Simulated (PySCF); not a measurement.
AsH4Si, SMILES [SiH3][AsH], multiplicity 2. Geometry optimised at r2SCAN-D4/def2-TZVP. The isomer is the one that the SMILES or the coordinates give; other isomers of the formula were not compared.

Computed equilibrium geometry at r2SCAN-D4/def2-TZVP (PySCF confirms it by a frequency run) as bond lengths and angles, and its point group:
point group Cs.
Atoms: Si1 As2 H3 H4 H5 H6. Bonded distances (Å): Si1–As2 2.359, Si1–H3 1.487, Si1–H4 1.484, Si1–H5 1.487, As2–H6 1.527. Angles (°): As2–Si1–H3 110.7, As2–Si1–H4 109.2, As2–Si1–H5 110.7, H3–Si1–H4 108.9, H3–Si1–H5 108.5, H4–Si1–H5 108.9, Si1–As2–H6 90.0.
Charge 0, spin multiplicity 2.
